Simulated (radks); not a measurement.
Co+, 26 electrons, occupied as [Ar] 3d8 (the NIST ground configuration). Calculated with a radial shooting solver on a logarithmic mesh with Libxc functionals: scalar-relativistic Kohn-Sham, LDA (Slater exchange, Perdew-Wang correlation), spin-unpolarised, spherical densities, finite nucleus; Fermi nuclear charge, rms radius 3.7875 fm. Some entries of the table are withheld. Estimate them.

| orbital | occ. | eigenvalue (hartree) | <r> (bohr) | r(max) (bohr) |
|---|---|---|---|---|
| 1s | 2 | -278.5615 | (1) | 0.03684 |
| 2s | 2 | -33.05988 | 0.2560 | 0.2135 |
| 2p | 6 | -28.37246 | 0.2252 | 0.1719 |
| 3s | 2 | -3.86521 | 0.7794 | 0.6703 |
| 3p | 6 | -2.53501 | 0.8246 | (2) |
| 3d | 8 | -0.46181 | 1.137 | 0.6751 |

Answer. 
(1) 1s <r> (bohr): 0.05628
(2) 3p r(max) (bohr): 0.6800
